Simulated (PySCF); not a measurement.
## TDDFT excited states: C5H9NSi

Compound: C5H9NSi.
InChI=1S/C5H9NSi/c1-2-7(6)5-3-4-5/h1,5,7H,3-4,6H2/t7-/m0/s1

Computed, not measured: TDDFT wB97X-D/def2-SVPD, vertical, gas phase, core orbitals frozen in the response (PySCF). One conformer (not necessarily the lowest) at the GFN2-xTB geometry, without solvent, vibrations or thermal averaging. Torsions of this conformer, `[CH:1]#[C:2][Si@H:3]([NH2:4])[CH:5]1[CH2:6][CH2:7]1`: C2–Si3–C5–C6 -70°, H–N4–Si3–C2 53°, H–N4–Si3–C2 -167°.

| state | E (eV) | ν̃ (cm⁻¹) | f | main configurations (H = HOMO, L = LUMO) |
| --- | --- | --- | --- | --- |
| S1 | 6.18 | 49890 | 0.0009 | H-1→L (34%), H-2→L+1 (19%), H-2→L (16%) |
| S2 | 6.43 | 51890 | 0.0062 | H→L (41%), H-2→L+1 (18%), H-2→L (11%) |
| S3 | 6.51 | 52530 | 0.0039 | H-2→L+1 (35%), H-1→L+1 (12%), H-1→L (10%) |
| S4 | 6.57 | 52970 | 0.015 | H→L (42%), H-1→L (14%), H-2→L (12%) |
| S5 | 7.17 | 57850 | 0.018 | H→L+1 (81%) |
| S6 | 7.73 | 62330 | 0.016 | H→L+2 (51%), H→L+4 (19%) |
| S7 | 7.93 | 63990 | 0.017 | H-3→L (40%), H-1→L (19%), H→L+4 (9%) |
| S8 | 8.10 | 65320 | 0.017 | H→L+3 (34%), H-1→L+2 (16%) |

Triplets (Tamm–Dancoff): T1 5.20 eV, H-1→L+1 (26%), H-2→L (24%), H-2→L+4 (10%); T2 5.71 eV, H-2→L (27%), H-1→L+1 (17%), H-1→L (16%); T3 5.73 eV, H-2→L+1 (31%), H-1→L (13%), H-1→L+1 (9%).

The lowest singlet lies at 6.18 eV (200 nm, ultraviolet) and is very weak; its leading configuration is HOMO-1→LUMO (34%). The largest oscillator strength of a single state is 0.018. Löwdin shares by element: HOMO nitrogen 53%, silicon 13%, hydrogen 8% or more, carbon 5% or more (atoms not listed hold the other 21%); LUMO carbon 37% or more, silicon 22%, nitrogen 9% (atoms not listed hold the other 32%). Weighted by f, the mean energy of these states is 7.39 eV. The oscillator strengths of these states sum to 0.094; summed over the whole spectrum of an exact calculation they would give the number of electrons, 60 (Thomas–Reiche–Kuhn). Of the 8 states listed, 5 reach f = 0.01 and none stays under 0.0005. Only the lowest 8 singlets were computed, as vertical energies without vibronic structure.
